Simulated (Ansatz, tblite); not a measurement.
Isomers of Nb₂S₆ (singlet), found by a short tight-binding search and relaxed with PBE-D4/def2-SVP in Ansatz.

In the def2 sets Nb takes a core potential; there is no spin–orbit coupling. The xTB rows come from tblite.

A: The restricted singlet is unstable towards broken spin symmetry in Hartree–Fock (as tested in another run); at PBE-D4/def2-TZVP, r2SCAN-D4/def2-TZVP, PBE0-D4/def2-TZVP this wasn't settled.

Other spin states were run for one of them alone.

A:

```xyz
8

Nb    1.2378   -0.0672   -2.0992
Nb   -0.0634   -0.0759    0.1367
S    -1.3726    1.0216    1.9767
S    -2.3333   -0.5360    0.9055
S    -0.5544   -1.4561   -1.9481
S     0.3110    1.8841   -1.2292
S     2.3347   -0.8361   -0.2630
S     0.4402    0.0655    2.5206
```

B:

| atom | x (Å) | y (Å) | z (Å) |
| --- | --- | --- | --- |
| Nb1 | 0.164 | 0.080 | -0.015 |
| Nb2 | -1.270 | -1.973 | -0.430 |
| S3 | 0.006 | 2.411 | 0.860 |
| S4 | -0.588 | -1.418 | 1.909 |
| S5 | 0.960 | -2.195 | 0.639 |
| S6 | 0.684 | 2.269 | -1.120 |
| S7 | -2.207 | 0.018 | -0.827 |
| S8 | 2.251 | 0.808 | -1.017 |

Problem. Estimate which lies lowest at each level, and how far above it the others are (kcal/mol).

Solution. 
```
              level    A     B
           GFN1-xTB  5.5   0.0
           GFN2-xTB  0.0  16.2
   PBE-D4/def2-TZVP  0.0  48.7
r2SCAN-D4/def2-TZVP  0.0  52.9
  PBE0-D4/def2-TZVP  0.0  48.8
```
Point groups (tolerance 0.1 Å): A Cs, B not assigned. Lower isomers may exist.
